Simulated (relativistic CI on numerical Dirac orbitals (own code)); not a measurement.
Magnetism of Ag4+, 4d7, in a crystal field

Calculated by Dirac-Coulomb-Breit CI, orbitals from a KLI potential per configuration, model QED (radiative potential, 1s self-energy scaled to tabulated hydrogen-like ionisation energies), one configuration in a parametric crystal field, unscaled Slater integrals (own radial code). With so little scaling, terms lie 10 to 35 % too far apart, which can change the order of excited levels.

Field parameters in Wybourne normalisation: D3d B²₀ = −7Dσ, B⁴₀ = −14Dq − 21Dτ, B⁴₃ = −14√(10/7) Dq. The field is a parameter set, without covalency.

S is read from ⟨S²⟩ = S(S + 1).

Powder χT (cm³ K mol⁻¹) by Van Vleck's formula, with temperature-independent terms:

```
                                       Field    2 K    5 K   10 K   20 K   50 K  100 K  200 K  300 K
D3d, 10Dq = 30500, Dσ = -1200, Dτ = 200 cm⁻¹  0.127  0.133  0.143  0.164  0.224  0.317  0.431  0.485
 D3d, 10Dq = 30500, Dσ = -980, Dτ = 200 cm⁻¹  0.134  0.141  0.152  0.175  0.241   0.34  0.449  0.497
 D3d, 10Dq = 30500, Dσ = -760, Dτ = 200 cm⁻¹  0.142  0.149  0.162  0.187  0.262  0.366  0.466  0.507
 D3d, 10Dq = 30500, Dσ = -550, Dτ = 200 cm⁻¹   0.15  0.158  0.173  0.202  0.287  0.393  0.482  0.517
 D3d, 10Dq = 30500, Dσ = -330, Dτ = 200 cm⁻¹  0.158  0.169  0.186  0.221   0.32  0.424  0.498  0.526
 D3d, 10Dq = 30500, Dσ = -110, Dτ = 200 cm⁻¹  0.168  0.181  0.203  0.247  0.362  0.456  0.512  0.534
  D3d, 10Dq = 30500, Dσ = 110, Dτ = 200 cm⁻¹  0.179  0.197  0.228  0.287  0.415  0.487  0.523   0.54
  D3d, 10Dq = 30500, Dσ = 330, Dτ = 200 cm⁻¹  0.196  0.225  0.275  0.362  0.473   0.51  0.531  0.545
```

For D3d, 10Dq = 30500, Dσ = -330, Dτ = 200 cm⁻¹: what effective moment follows at 300 K?

μ_eff = √(8χT) = 2.05 μB. The ground level has S = 0.58; the spin-only moment for S = 1/2 is 1.73 μB. The difference comes from the orbital moment, spin-orbit mixing of terms and temperature-independent paramagnetism, all larger in this ionic model than in covalent complexes.
